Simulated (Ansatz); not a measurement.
Geometry optimisation, RKS B3LYP/def2-SVP in Ansatz 0.2.0.

input.yaml

```yaml
crystal:
  periodic: [false, false, false]
  atoms:
    - { symbol: Sn, position_ang: [0.075894, -0.041954, -1.128487] }
    - { symbol: C, position_ang: [1.552216, -0.023421, 1.881374] }
    - { symbol: H, position_ang: [0.583895, -0.536966, 1.796024] }
    - { symbol: H, position_ang: [2.110403, -0.469876, 2.714274] }
    - { symbol: H, position_ang: [1.392472, 1.044629, 2.074584] }
    - { symbol: H, position_ang: [2.143276, -0.146328, 0.957322] }
    - { symbol: O, position_ang: [-1.084695, 1.569576, -0.768576] }
    - { symbol: H, position_ang: [-1.865189, 1.363944, -0.235957] }
    - { symbol: H, position_ang: [-1.034573, -1.211405, -0.300658] }
basis:
  gaussian: { orbitals: def2-SVP }
hamiltonian:
  xc: b3lyp
relax:
  f_tol: 0.03
  max_steps: 50
output:
  orbitals: {}
```

Command:

```bash
$ ansatz run input.yaml --threads 2 --pin off --max-ram 3072MiB --backend cpu --events-out ev --progress --plain --runs-dir out
```

Task: Where does it end, and by what steps?

Result: The run converged. The force dipped under the threshold on the way, but the program's further checks kept it going. After 44 steps the energy has fallen by 0.088 eV; H9 moved furthest, 1.84 Å.

```tsv
step	energy less start (eV)	largest force component (eV/Å)	accepted
0	0.0000	0.154	yes
2	-0.0172	0.141	no
4	-0.0195	0.073	yes
6	-0.0200	0.055	yes
8	-0.0209	0.122	yes
10	-0.0211	0.156	no
12	-0.0234	0.119	yes
14	-0.0308	0.163	yes
16	-0.0369	0.135	yes
18	-0.0405	0.397	no
20	-0.0498	0.060	yes
22	-0.0515	0.291	no
24	-0.0586	0.061	yes
26	-0.0596	0.329	no
28	-0.0694	0.071	yes
30	-0.0699	0.190	no
32	-0.0766	0.098	yes
34	-0.0737	0.403	no
36	-0.0813	0.012	yes
38	-0.0824	0.087	yes
40	-0.0840	0.008	yes
42	-0.0861	0.120	yes
44	-0.0883	0.014	yes
```

```xyz
9
Properties=species:S:1:pos:R:3
Sn -0.967 0.126 -2.117
C 1.803 0.065 2.118
H 1.499 -0.959 2.382
H 1.723 0.706 3.008
H 1.155 0.454 1.320
H 2.847 0.055 1.773
O -0.591 1.064 -0.366
H -1.203 0.828 0.346
H -2.392 -0.791 -1.474
```

Run time: 100 s on 2 threads of Arm Neoverse V1 (shared host), peak memory 0.17 GiB.
